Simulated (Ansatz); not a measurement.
Consider the redistribution: `F[CH2][ZnH]` + `B[SiH2]COC` → `CO[CH2][ZnH]` + `B[SiH2]CF`.

Gas-phase electronic energies from Ansatz, PBE0-D4/def2-TZVP geometries. CCSD(T)/CBS adds triple-zeta CCSD(T) − MP2 to the extrapolated MP2 energy (def2 sets, frozen cores). DFT in def2-TZVPP. B3LYP here is the variant with VWN-RPA as its local correlation; programs differ in this. For Zn outer-core shells are correlated without core-valence functions, which leaves a few kJ/mol of doubt a bond. Scalar relativity is left out up to krypton. Each species was taken in one conformer, which may not be the lowest.

`F[CH2][ZnH]`:

Cartesian coordinates in Å:
```
F -0.520 0.609 -1.514
C 0.400 0.213 -0.532
Zn -0.583 -0.422 1.055
H 1.041 1.075 -0.317
H 1.038 -0.560 -0.974
H -1.376 -0.914 2.282
```

`B[SiH2]COC`:

Z-matrix (Å, degrees):
```
Si
C 1 1.891
B 1 2.010 2 112.9
H 1 1.492 2 109.5 3 121.2
H 1 1.493 2 109.5 3 -121.1
O 2 1.406 1 110.0 3 180.0
H 2 1.103 1 109.4 3 57.9
H 2 1.103 1 109.4 3 -57.9
H 3 1.197 1 123.5 2 -0.1
H 3 1.197 1 119.6 2 179.9
C 6 1.401 2 112.6 1 -180.0
H 11 1.099 6 111.4 2 60.5
H 11 1.099 6 111.4 2 -60.5
H 11 1.091 6 107.7 2 -180.0
```

`CO[CH2][ZnH]`:

Cartesian coordinates in Å:
```
C 1.152 -0.512 -1.041
O 0.332 0.454 -0.445
C -0.518 -0.095 0.547
Zn -1.591 1.379 1.276
H 1.772 -0.013 -1.787
H 1.804 -0.997 -0.300
H 0.556 -1.293 -1.535
H 0.078 -0.588 1.332
H -1.156 -0.881 0.111
H -2.428 2.546 1.841
```

`B[SiH2]CF`:

Z-matrix (Å, degrees):
```
Si
C 1 1.898
B 1 2.011 2 112.6
H 1 1.492 2 109.0 3 -121.1
H 1 1.491 2 109.1 3 121.5
F 2 1.391 1 111.4 3 179.9
H 2 1.096 1 110.9 3 59.5
H 2 1.096 1 110.9 3 -59.7
H 3 1.196 1 119.4 2 179.4
H 3 1.196 1 123.5 2 -0.7
```

| level | ΔE (kJ/mol) | difference from CCSD(T)/CBS |
| --- | --- | --- |
| PBE-D4 | 1.2 | 0.9 |
| r2SCAN-D4 | 1.0 | 0.7 |
| PBE0-D4 | 0.9 | 0.6 |
| B3LYP-D4 | 1.4 | 1.1 |
| ωB97X-V | 1.0 | 0.7 |
| ωB97M-V | 1.0 | 0.7 |
| B2PLYP | 0.1 | -0.2 |
| PBE | 0.7 | 0.4 |
| r2SCAN | 0.7 | 0.4 |
| PBE0 | 0.4 | 0.1 |
| B3LYP | 0.7 | 0.4 |
| HF/def2-TZVPP | 1.4 | 1.1 |
| MP2/def2-TZVPP | -1.3 | -1.6 |
| SCS-MP2/def2-TZVPP | -0.8 | -1.1 |
| CCSD/def2-TZVPP | -0.2 | -0.5 |
| CCSD(T)/def2-TZVPP | -0.4 | -0.7 |
| HF/def2-QZVPP | 1.5 | 1.2 |
| MP2/def2-QZVPP | -0.9 | -1.2 |
| SCS-MP2/def2-QZVPP | -0.4 | -0.7 |
| HF/CBS(def2) | 1.5 | 1.2 |
| MP2/CBS(def2) | -0.6 | -0.9 |
| CCSD/CBS(def2) | 0.6 | 0.3 |
| CCSD(T)/CBS | 0.3 | 0 |

Largest T1 diagnostic among the species: 0.014.
